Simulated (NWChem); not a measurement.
System: CaO; SMILES [O]=[Ca]

Here is an NWChem input.

```
start job
memory heap 200 mb stack 900 mb global 1100 mb
geometry units angstroms noautosym nocenter noautoz
  Ca     0.000000     0.000000    -0.516105
  O      0.000000     0.000000     1.306976
end
basis spherical
  * library def2-tzvp
end
dft
  xc xpbe96 cpbe96
  iterations 150
end
tddft
  cis
  nroots 6
  notriplet
end
task tddft energy
```

Output (shortened):

```
             Northwest Computational Chemistry Package (NWChem) 7.3.0
             --------------------------------------------------------

                             Geometry "geometry" -> ""
                             -------------------------

 Output coordinates in angstroms (scale by  1.889725989 to convert to a.u.)

  No.       Tag          Charge          X              Y              Z
 ---- ---------------- ---------- -------------- -------------- --------------
    1 Ca                  20.0000     0.00000000     0.00000000    -0.51610500
    2 O                    8.0000     0.00000000     0.00000000     1.30697600

 Effective nuclear repulsion energy (a.u.)      46.4424563911

  pbe96 is a nonlocal functional; adding pw91lda local functional.

                                 NWChem DFT Module
                                 -----------------

 Summary of "ao basis" -> "ao basis" (spherical)
 ------------------------------------------------------------------------------
       Tag                 Description            Shells   Functions and Types
 ---------------- ------------------------------  ------  ---------------------
 Ca                        def2-tzvp                14       36   6s5p3d
 O                         def2-tzvp                11       31   5s3p2d1f

            General Information
            -------------------
          SCF calculation type: DFT
          Wavefunction type:  closed shell.
          No. of atoms     :     2
          No. of electrons :    28
           Alpha electrons :    14
            Beta electrons :    14
          Charge           :     0
          Spin multiplicity:     1
          Use of symmetry is: off; symmetry adaption is: off
          Maximum number of iterations: 150
          AO basis - number of functions:    67
                     number of shells:    25
          Convergence on energy requested:  1.00D-06
          Convergence on density requested:  1.00D-05
          Convergence on gradient requested:  5.00D-04

              XC Information
              --------------
          PerdewBurkeErnzerhof Exchange Functional  1.000
            Perdew 1991 LDA Correlation Functional  1.000 local
           PerdewBurkeErnz. Correlation Functional  1.000 non-local

             Grid Information
             ----------------
          Grid used for XC integration:  medium
          Radial quadrature: Mura-Knowles
          Angular quadrature: Lebedev.
          Tag              B.-S. Rad. Rad. Pts. Rad. Cut. Ang. Pts.
          ---              ---------- --------- --------- ---------
          Ca                  1.80      112          10.0       590
          O                   0.60       49           8.0       434
          Grid pruning is: on
          Number of quadrature shells:   161
          Spatial weights used:  Erf1

      Superposition of Atomic Density Guess
      -------------------------------------

 Sum of atomic energies:        -751.53010834

      Non-variational initial energy
      ------------------------------

 Total energy =    -751.382012
 1-e energy   =   -1121.682740
 2-e energy   =     323.858272
 HOMO         =      -0.459267
 LUMO         =      -0.159562

   convergence    iter        energy       DeltaE   RMS-Dens  Diis-err
 ---------------- ----- ----------------- --------- --------- ---------
 d= 0,ls=0.0,diis     1   -752.1142364025 -7.99D+02  5.01D-02  2.79D+00
 d= 0,ls=0.0,diis     2   -743.4984821815  8.62D+00  4.86D-02  2.48D+01
 d= 0,ls=0.0,diis     3   -752.4963728477 -9.00D+00  1.46D-02  1.25D-01
 d= 0,ls=0.0,diis     4   -752.4401404202  5.62D-02  7.50D-03  6.37D-01
 d= 0,ls=0.0,diis     5   -752.5210570641 -8.09D-02  1.51D-03  3.12D-02
  Resetting Diis
 d= 0,ls=0.0,diis     6   -752.5212755828 -2.19D-04  1.48D-03  2.66D-02
 d= 0,ls=0.0,diis     7   -752.5245583673 -3.28D-03  2.50D-03  1.99D-03
 d= 0,ls=0.0,diis     8   -752.5163614134  8.20D-03  1.81D-03  7.49D-02
 d= 0,ls=0.0,diis     9   -752.5247566884 -8.40D-03  2.55D-04  5.02D-04
 d= 0,ls=0.0,diis    10   -752.5248292027 -7.25D-05  1.39D-05  2.39D-06
 d= 0,ls=0.0,diis    11   -752.5248294655 -2.63D-07  2.89D-06  1.38D-07

[...]

                                NWChem TDDFT Module
                                -------------------

            General Information
            -------------------
           No. of orbitals :     134
            Alpha orbitals :      67
             Beta orbitals :      67
        Alpha frozen cores :       0
         Beta frozen cores :       0
     Alpha frozen virtuals :       0
      Beta frozen virtuals :       0
         Spin multiplicity :       1
    Number of AO functions :      67
        Use of symmetry is : off
      Symmetry adaption is : off
         Schwarz screening :  0.10D-07

              XC Information
              --------------
   PerdewBurkeErnzerhof Exchange Functional   1.00
     Perdew 1991 LDA Correlation Functional   1.00 local
    PerdewBurkeErnz. Correlation Functional   1.00 non-local

             TDDFT Information
             -----------------
          Calculation type : Tamm-Dancoff TDDFT
         Wavefunction type : Restricted singlets
          No. of electrons :      28
           Alpha electrons :      14
            Beta electrons :      14
              No. of roots :       6
          Max subspacesize :    5200
            Max iterations :     100
               Target root :       1
           Target symmetry : none
      Symmetry restriction : off
                 Algorithm : Optimal
        Davidson threshold :  0.10D-03

    6 smallest eigenvalue differences (eV)
--------------------------------------------------------
  No. Spin  Occ  Vir  Irrep   E(Occ)    E(Vir)   E(Diff)
--------------------------------------------------------
    1    1   14   15 a        -0.140    -0.091     1.334
    2    1   13   15 a        -0.145    -0.091     1.486
    3    1   12   15 a        -0.145    -0.091     1.486
    4    1   14   16 a        -0.140    -0.025     3.118
    5    1   14   17 a        -0.140    -0.025     3.118
    6    1   13   16 a        -0.145    -0.025     3.271
--------------------------------------------------------

  Entering Davidson iterations
  Restricted singlet excited states

  Iter   NTrls   NConv    DeltaV     DeltaE      Time
  ----  ------  ------  ---------  ---------  ---------
    1      6       0     0.20E+00   0.10+100        2.7
    2     12       0     0.46E-01   0.34E-01        3.5
    3     18       0     0.78E-02   0.14E-02        3.4
    4     24       4     0.89E-03   0.73E-04        3.6
    5     26       6     0.98E-04   0.37E-06        3.0
  ----  ------  ------  ---------  ---------  ---------
  Convergence criterion met

  Ground state a        -752.524829465454 a.u.

  ----------------------------------------------------------------------------
  Root   1 singlet a              0.055841289 a.u.                1.5195 eV
  ----------------------------------------------------------------------------
     Transition Moments    X  0.22077   Y  0.22098   Z  0.00000
     Dipole Oscillator Strength                    0.0036324491
     Electric Quadrupole                           0.0000000009
     Magnetic Dipole                               0.0000000200
     Total Oscillator Strength                     0.0036324700

     Occ.   13  a   ---  Virt.   15  a       -0.99950
  ----------------------------------------------------------------------------
  Root   2 singlet a              0.055841306 a.u.                1.5195 eV
  ----------------------------------------------------------------------------
     Transition Moments    X -0.22098   Y  0.22077   Z  0.00000
     Dipole Oscillator Strength                    0.0036324516
     Electric Quadrupole                           0.0000000009
     Magnetic Dipole                               0.0000000200
     Total Oscillator Strength                     0.0036324724

     Occ.   12  a   ---  Virt.   15  a        0.99950
  ----------------------------------------------------------------------------
  Root   3 singlet a              0.069502831 a.u.                1.8913 eV
  ----------------------------------------------------------------------------
     Transition Moments    X -0.00000   Y -0.00000   Z  1.30201
     Dipole Oscillator Strength                    0.0785491895
     Electric Quadrupole                           0.0000000015
     Magnetic Dipole                               0.0000000000
     Total Oscillator Strength                     0.0785491910

     Occ.   12  a   ---  Virt.   23  a       -0.09116
     Occ.   13  a   ---  Virt.   22  a       -0.09116
     Occ.   14  a   ---  Virt.   15  a       -0.95782
     Occ.   14  a   ---  Virt.   18  a       -0.22705
     Occ.   14  a   ---  Virt.   21  a        0.06729
  ----------------------------------------------------------------------------
  Root   4 singlet a              0.112118281 a.u.                3.0509 eV
  ----------------------------------------------------------------------------
     Transition Moments    X  0.46838   Y -0.44153   Z  0.00000
     Dipole Oscillator Strength                    0.0309693057
     Electric Quadrupole                           0.0000000673
     Magnetic Dipole                               0.0000004111
     Total Oscillator Strength                     0.0309697840

     Occ.   14  a   ---  Virt.   16  a        0.99910
  ----------------------------------------------------------------------------
  Root   5 singlet a              0.112118281 a.u.                3.0509 eV
  ----------------------------------------------------------------------------
     Transition Moments    X  0.44153   Y  0.46838   Z -0.00000
     Dipole Oscillator Strength                    0.0309693059
     Electric Quadrupole                           0.0000000673
     Magnetic Dipole                               0.0000004111
     Total Oscillator Strength                     0.0309697843

[...]
```

Level: PBE/def2-TZVP, TDA. Coordinates come from a PBE-D3(BJ)/def2-SVP optimisation.
